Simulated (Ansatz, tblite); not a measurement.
Cost and result up the ladder for the cluster Na₄⁻ (4 atoms). The state is a doublet with charge -1. Geometry: PBE0/def2-TZVPD.

Cartesian coordinates in Å:
```
Na 2.363 1.295 -1.351
Na -0.250 -0.202 0.661
Na -1.470 -1.182 3.627
Na -0.643 0.089 -2.937
```

Ansatz on 4 threads of Intel Xeon Platinum 8259CL on a shared host; xTB runs through tblite on one thread. Times are rough, summed over both states, and most runs start from the orbitals of an earlier one. ωB97M-V/def2-TZVPD serves as the yardstick here, not as an exact answer. The other state is a quartet at its own geometry, which has other bonds, so the gap mixes isomer and spin.

The xTB rows come from tblite. Correlated methods freeze 4 core orbitals; core or outer-core shells of Na are correlated, in sets that lack core-valence functions. The structure comes from a short search, and lower isomers may exist.

Run but left out: HF/STO-3G, HF/def2-TZVPD, HF/def2-TZVPPD, r2SCAN/def2-TZVPD, LC-ωPBE/def2-TZVPD, MP2/def2-TZVPD, MP2/def2-TZVPPD, CCSD/def2-TZVPPD, CCSD(T)/def2-TZVPPD (doublet: ⟨S²⟩ 1.06 to 1.76, where a pure state has 0.75).

Correlated methods converge slowly with the basis.

xTB has no spin-polarisation term.

| level | functions | wall time |
| --- | --- | --- |
| GFN2-xTB | 16 | 0.007 s |
| LDA (SPW92)/def2-TZVPD | 140 | 2.7 s |
| PBE/def2-TZVPD (with forces) | 140 | 5.2 s |
| BLYP/def2-TZVPD | 140 | 6 s |
| RPA@PBE/def2-TZVPD | 140 | 8.3 s |
| PBE0/def2-TZVPD | 140 | 9.8 s |
| ωB97M-V/def2-TZVPD | 140 | 25 s |

Question: Estimate what each level gives for the quartet − doublet (eV).

Answer: 
```json
{"level": "GFN2-xTB", "quartet − doublet (eV)": "1.67", "difference from ωB97M-V/def2-TZVPD (eV)": "0.84", "remarks": "–"}
{"level": "LDA (SPW92)/def2-TZVPD", "quartet − doublet (eV)": "0.68", "difference from ωB97M-V/def2-TZVPD (eV)": "-0.15", "remarks": "HOMO above zero (doublet), HOMO above zero (quartet)"}
{"level": "PBE/def2-TZVPD (with forces)", "quartet − doublet (eV)": "0.61", "difference from ωB97M-V/def2-TZVPD (eV)": "-0.21", "remarks": "HOMO above zero (doublet), HOMO above zero (quartet)"}
{"level": "BLYP/def2-TZVPD", "quartet − doublet (eV)": "0.72", "difference from ωB97M-V/def2-TZVPD (eV)": "-0.11", "remarks": "HOMO above zero (doublet), HOMO above zero (quartet)"}
{"level": "RPA@PBE/def2-TZVPD", "quartet − doublet (eV)": "0.62", "difference from ωB97M-V/def2-TZVPD (eV)": "-0.20", "remarks": "–"}
{"level": "PBE0/def2-TZVPD", "quartet − doublet (eV)": "0.57", "difference from ωB97M-V/def2-TZVPD (eV)": "-0.25", "remarks": "spin-contaminated (⟨S²⟩ 0.85) (doublet)"}
{"level": "ωB97M-V/def2-TZVPD", "quartet − doublet (eV)": "0.82", "difference from ωB97M-V/def2-TZVPD (eV)": "0.00", "remarks": "–"}
```
